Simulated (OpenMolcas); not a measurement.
Computed levels of Sc

```json
{
  "Program": "OpenMolcas",
  "Method": "CASSCF",
  "Basis": "ANO-RCC-VTZP [6s5p3d2f1g]",
  "Scalar Hamiltonian": "DKH2, point nucleus",
  "Active space": "3 electrons in 6 orbitals (3d 4s)",
  "State averaging": "2S+1 = 2 even, 30 roots; 2S+1 = 4 even, 10 roots kept (CI in the orbitals of an earlier block)",
  "Spin-orbit coupling": "RASSI with atomic mean-field integrals over the reference wave functions, term energies averaged over their components"
}
```

Spin-free terms above the lowest, with the occupations of the reference:

```tsv
Configuration	Term	E (cm⁻¹)	Occupations
3d 4s²	²D	0.0	3d 1.06 4s 1.94
3d² 4s	⁴F	4483	3d 2.00 4s 1.00
3d² 4s	²F	11823	3d 2.00 4s 1.00
3d² 4s	⁴P	13232	3d 2.00 4s 1.00
3d² 4s	²D	14533	3d 1.96 4s 1.04
3d² 4s	²G	18006	3d 2.00 4s 0.99
3d² 4s	²P	19732	3d 2.03 4s 0.97
3d² 4s	²S	34461	3d 2.00 4s 1.00
```

With spin-orbit coupling, above the lowest level:

```tsv
Configuration	Term	J	E (cm⁻¹)	Measured (cm⁻¹)	g	Term weight %
3d 4s²	²D	3/2	0.0	0.0	0.800	100
3d 4s²	²D	5/2	134	168	1.200	100
3d² 4s	⁴F	3/2	4450	11520	0.399	100
3d² 4s	⁴F	5/2	4497	11558	1.029	100
3d² 4s	⁴F	7/2	4563	11610	1.239	100
3d² 4s	⁴F	9/2	4647	11677	1.334	100
3d² 4s	²F	5/2	11828	14926	0.857	100
3d² 4s	²F	7/2	11959	15042	1.143	100
3d² 4s	⁴P	1/2	13265		2.671	100
3d² 4s	⁴P	3/2	13293		1.734	100
3d² 4s	⁴P	5/2	13335		1.600	100
3d² 4s	²D	3/2	14609		0.800	100
3d² 4s	²D	5/2	14622		1.202	100
3d² 4s	²G	7/2	18086		0.889	100
3d² 4s	²G	9/2	18087		1.111	100
3d² 4s	²P	1/2	19775		0.666	100
3d² 4s	²P	3/2	19832		1.334	100
3d² 4s	²S	1/2	34542		2.002	100
```

Against the 7 measured excited levels shown (NIST Handbook of Basic Atomic Spectroscopic Data) the mean absolute deviation is 4900 cm-1; the largest miss in energy is 3d² 4s ⁴F_3/2: computed 4450, measured 11520 cm⁻¹ (-61.4 %).

Spin-orbit coupling puts the lowest level 80.3 cm⁻¹ below the lowest spin-free term.

Without dynamic correlation excited terms often stand tens of per cent too high (terms of higher spin than the ground term too low), and those without a measured partner can miss by more than the paired ones. Terms from blocks run as CI alone lack orbitals of their own. A single d shell beside an s shell can misplace configurations of different d count against each other. Computed and measured levels are paired by configuration, term and J; levels that our copy of the source lacks, or whose pairing is in doubt (as where it misses far off the trend of its configuration), stay unpaired and out of the deviations. Levels of configurations outside the active space are missing. The first state left out of the spin-orbit step lies near 44000 cm-1 above the lowest spin-free state of the reference (among the parities and spins computed), and the list stops at four fifths of that energy or lower.

The RASSCF and RASSI steps took 25 s on 1 thread of Arm Neoverse V1, on a shared host; the integral step is not counted.

The term weight is that of the spin-free term in the level, not the purity of its configuration.
